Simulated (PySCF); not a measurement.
CH₅FOSi.
SMILES: `CO[SiH2]F`

Theory: MP2 and CCSD/aug-cc-pVDZ in PySCF, restricted Hartree–Fock reference, frozen core, non-relativistic, gas phase, PBE0-D3(BJ)/def2-SVP geometry.

E(HF) = -504.12814 Eh.

**Question.** How large is the problem?

**Answer.** 141 basis functions and 42 electrons; 8 orbitals frozen, which leaves o = 13 correlated occupied and v = 120 virtual orbitals. That is o·v = 1560 singles and o·v(o·v + 1)/2 = 1217580 distinct closed-shell doubles amplitudes before symmetry; the costliest CCSD step grows as o²v⁴ = 3.5 × 10^10.

**Question.** What are the MP2 and CCSD correlation energies?

**Answer.** MP2 -0.6567 Eh and CCSD -0.6927 Eh, which gives totals of -504.78480 and -504.82083 Eh. That is 0.725 eV for each correlated electron at CCSD (1819 kJ/mol in all, 0.137 % of the total energy); MP2 gives 94.8 % of the CCSD value.

**Question.** What is the T1 diagnostic?

**Answer.** 0.0130, below the customary warning level of 0.02. It is the norm of the spatial-orbital singles amplitudes over the root of the number of correlated electrons, so the norm is 0.066.

**Question.** How does correlation change the dipole moment?

**Answer.** HF gives 1.74 D and CCSD (unrelaxed density) 1.60 D, a change of -0.14 D.

Connected triples and the basis-set limit are missing.

Shape of the structure used: `[CH3:1][O:2][SiH2:3][F:4]`: C1–O2–Si3–F4 71°.

One conformer stands for the species.
